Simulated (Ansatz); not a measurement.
Cost and result for the atomization energy of `[SiH3]C1C[AsH]1` (11 atoms, 11 bonds).

Z-matrix (Å, degrees):
```
Si
C 1 1.856
H 1 1.485 2 110.5
H 1 1.491 2 111.6 3 121.0
H 1 1.489 2 108.2 3 -120.0
C 2 1.482 1 121.1 3 157.9
As 2 2.006 1 113.9 3 80.9
H 2 1.086 1 116.3 3 -51.8
H 6 1.083 2 118.5 1 146.0
H 6 1.085 2 118.3 1 0.9
H 7 1.526 2 93.4 1 -153.1
```

Charge 0, multiplicity 1. Correlated methods include outer-core shells of As, which these sets cover unevenly. Scalar relativity is left out up to krypton. All single points use the PBE0-D4/def2-TZVP geometry. Program: Ansatz. All runs use 4 threads of an Arm Neoverse V1 on a shared host. Times are those of one run each, without the atoms' runs, and a repeat can differ threefold. Electronic energies, without spin–orbit coupling; frozen cores. CCSD(T)/CBS adds CCSD(T) − MP2 in def2-TZVPP to the MP2 limit, and its time is that of the two runs behind it. T1 = 0.011. With those shells the extrapolation isn't a true limit. B3LYP takes the VWN-RPA correlation (the form of Gaussian; ORCA's B3LYP/G).

CCSD(T)/CBS is a level of theory with its own doubt, some kJ/mol a heavy atom from the limit and from the frozen cores, so smaller differences don't rank the functionals.

```
                             level  functions  wall time
   PBE-D4/def2-TZVPP (with forces)        250      3.3 s
                PBE0-D4/def2-TZVPP        250      4.3 s
r2SCAN-D4/def2-TZVPP (with forces)        250        7 s
 B3LYP-D4/def2-TZVPP (with forces)        250        7 s
                 B2PLYP/def2-TZVPP        250      7.5 s
                ωB97X-V/def2-TZVPP        250       10 s
  ωB97M-V/def2-TZVPP (with forces)        250       17 s
                    MP2/def2-QZVPP        483       35 s
                CCSD(T)/def2-TZVPP        250    3.6 min
                 CCSD(T)/CBS(def2)          –    4.1 min
```

Question: What atomization energy does each give, and how far from CCSD(T)/CBS? (An estimate is asked.)

Answer: The calculation gave: 
| level | atomization (kcal/mol) | difference from CCSD(T)/CBS | per bond |
| --- | --- | --- | --- |
| PBE-D4/def2-TZVPP (with forces) | 893.6 | 10.0 | 0.9 |
| PBE0-D4/def2-TZVPP | 883.1 | -0.5 | 0.0 |
| r2SCAN-D4/def2-TZVPP (with forces) | 885.0 | 1.4 | 0.1 |
| B3LYP-D4/def2-TZVPP (with forces) | 884.4 | 0.8 | 0.1 |
| B2PLYP/def2-TZVPP | 872.4 | -11.2 | -1.0 |
| ωB97X-V/def2-TZVPP | 889.5 | 5.9 | 0.5 |
| ωB97M-V/def2-TZVPP (with forces) | 883.9 | 0.3 | 0.0 |
| MP2/def2-QZVPP | 878.1 | -5.5 | -0.5 |
| CCSD(T)/def2-TZVPP | 861.7 | -21.9 | -2.0 |
| CCSD(T)/CBS(def2) | 883.6 | 0.0 | 0.0 |

The D4 term adds +10.1 kcal/mol with B3LYP and +5.2 kcal/mol with PBE0; it sums over pairs of atoms, weighted by their polarisabilities, and B3LYP, whose exchange is more repulsive, gets the larger term. In def2-TZVPP, CCSD(T) changes the Hartree–Fock value by +222.4 kcal/mol (the triples alone add +13.0 kcal/mol) and MP2 by +226.0 kcal/mol; breaking electron pairs costs correlation energy, which Hartree–Fock lacks. From PBE to PBE0 (25 % exact exchange), in def2-TZVPP and without D4, the atomization energy moves by −9.5 kcal/mol: exact exchange takes away binding that semilocal exchange gives to molecules.
